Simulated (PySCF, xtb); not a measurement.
TaO2Cl, SMILES [O]=[Ta]([Cl])=[O], multiplicity 1.

GFN2-xTB (xtb 6.7.1) at its own geometry gives an orbital gap of 1.56 eV and a dipole moment of 6.97 D.

Geometry: PBE0-D3(BJ)/def2-SVP. The multiplicity is an assumed one; other spin states were not compared. The def2 effective core potentials stand for the cores of Ta; spin–orbit coupling is left out.

Question: What does B3LYP/def2-TZVPD run with PySCF give? (The exact figures need the calculation; the answer reports its results.)

Answer: gap 3.77 eV (levels -8.24 and -4.47 eV), dipole 5.57 D.
